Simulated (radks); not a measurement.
The nuclear charge of the chromium ion Cr+ is varied continuously with 23 electrons held in [Ar] 3d5. Calculated with a radial shooting solver on a logarithmic mesh with Libxc functionals: Dirac Kohn-Sham, PBE, spin-unpolarised, spherical densities, point nucleus; open shells fill j = l - 1/2 first. By the Hellmann-Feynman theorem dE/dZ = E(electron-nucleus)/Z, the electronic potential at the nucleus.

[
 {"Z": "23", "E (hartree)": "-948.92644", "E(electron-nucleus)/Z (hartree)": "-98.4474", "HOMO": "3d5/2", "e(HOMO) (eV)": "-1.141", "<r> HOMO (bohr)": "2.060"},
 {"Z": "23.1", "E (hartree)": "-958.80060", "E(electron-nucleus)/Z (hartree)": "-99.0355", "HOMO": "3d5/2", "e(HOMO) (eV)": "-1.697", "<r> HOMO (bohr)": "1.955"},
 {"Z": "23.2", "E (hartree)": "-968.73349", "E(electron-nucleus)/Z (hartree)": "-99.6221", "HOMO": "3d5/2", "e(HOMO) (eV)": "-2.327", "<r> HOMO (bohr)": "1.865"},
 {"Z": "23.3", "E (hartree)": "-978.72497", "E(electron-nucleus)/Z (hartree)": "-100.207", "HOMO": "3d5/2", "e(HOMO) (eV)": "-3.030", "<r> HOMO (bohr)": "1.786"},
 {"Z": "23.4", "E (hartree)": "-988.77492", "E(electron-nucleus)/Z (hartree)": "-100.791", "HOMO": "3d5/2", "e(HOMO) (eV)": "-3.804", "<r> HOMO (bohr)": "1.716"},
 {"Z": "23.5", "E (hartree)": "-998.88318", "E(electron-nucleus)/Z (hartree)": "-101.374", "HOMO": "3d5/2", "e(HOMO) (eV)": "-4.646", "<r> HOMO (bohr)": "1.654"},
 {"Z": "23.6", "E (hartree)": "-1009.04966", "E(electron-nucleus)/Z (hartree)": "-101.955", "HOMO": "3d5/2", "e(HOMO) (eV)": "-5.554", "<r> HOMO (bohr)": "1.598"},
 {"Z": "23.7", "E (hartree)": "-1019.27422", "E(electron-nucleus)/Z (hartree)": "-102.536", "HOMO": "3d5/2", "e(HOMO) (eV)": "-6.528", "<r> HOMO (bohr)": "1.548"},
 {"Z": "23.8", "E (hartree)": "-1029.55677", "E(electron-nucleus)/Z (hartree)": "-103.115", "HOMO": "3d5/2", "e(HOMO) (eV)": "-7.563", "<r> HOMO (bohr)": "1.502"},
 {"Z": "23.9", "E (hartree)": "-1039.89721", "E(electron-nucleus)/Z (hartree)": "-103.694", "HOMO": "3d5/2", "e(HOMO) (eV)": "-8.660", "<r> HOMO (bohr)": "1.460"},
 {"Z": "24", "E (hartree)": "-1050.29544", "E(electron-nucleus)/Z (hartree)": "-104.271", "HOMO": "3d5/2", "e(HOMO) (eV)": "-9.815", "<r> HOMO (bohr)": "1.421"},
 {"Z": "24.1", "E (hartree)": "-1060.75140", "E(electron-nucleus)/Z (hartree)": "-104.848", "HOMO": "3d5/2", "e(HOMO) (eV)": "-11.027", "<r> HOMO (bohr)": "1.385"},
 {"Z": "24.2", "E (hartree)": "-1071.26500", "E(electron-nucleus)/Z (hartree)": "-105.424", "HOMO": "3d5/2", "e(HOMO) (eV)": "-12.293", "<r> HOMO (bohr)": "1.352"},
 {"Z": "24.3", "E (hartree)": "-1081.83619", "E(electron-nucleus)/Z (hartree)": "-105.999", "HOMO": "3d5/2", "e(HOMO) (eV)": "-13.614", "<r> HOMO (bohr)": "1.321"},
 {"Z": "24.4", "E (hartree)": "-1092.46489", "E(electron-nucleus)/Z (hartree)": "-106.574", "HOMO": "3d5/2", "e(HOMO) (eV)": "-14.986", "<r> HOMO (bohr)": "1.293"},
 {"Z": "24.5", "E (hartree)": "-1103.15105", "E(electron-nucleus)/Z (hartree)": "-107.149", "HOMO": "3d5/2", "e(HOMO) (eV)": "-16.408", "<r> HOMO (bohr)": "1.266"},
 {"Z": "24.6", "E (hartree)": "-1113.89462", "E(electron-nucleus)/Z (hartree)": "-107.723", "HOMO": "3d5/2", "e(HOMO) (eV)": "-17.879", "<r> HOMO (bohr)": "1.240"},
 {"Z": "24.7", "E (hartree)": "-1124.69557", "E(electron-nucleus)/Z (hartree)": "-108.296", "HOMO": "3d5/2", "e(HOMO) (eV)": "-19.399", "<r> HOMO (bohr)": "1.216"},
 {"Z": "24.8", "E (hartree)": "-1135.55384", "E(electron-nucleus)/Z (hartree)": "-108.869", "HOMO": "3d5/2", "e(HOMO) (eV)": "-20.965", "<r> HOMO (bohr)": "1.193"},
 {"Z": "24.9", "E (hartree)": "-1146.46940", "E(electron-nucleus)/Z (hartree)": "-109.442", "HOMO": "3d5/2", "e(HOMO) (eV)": "-22.577", "<r> HOMO (bohr)": "1.172"},
 {"Z": "25", "E (hartree)": "-1157.44222", "E(electron-nucleus)/Z (hartree)": "-110.014", "HOMO": "3d5/2", "e(HOMO) (eV)": "-24.234", "<r> HOMO (bohr)": "1.152"}
]

The central difference of E at Z = 24 is -104.271 hartree, to compare with the third column; the second derivative is -5.77 hartree.
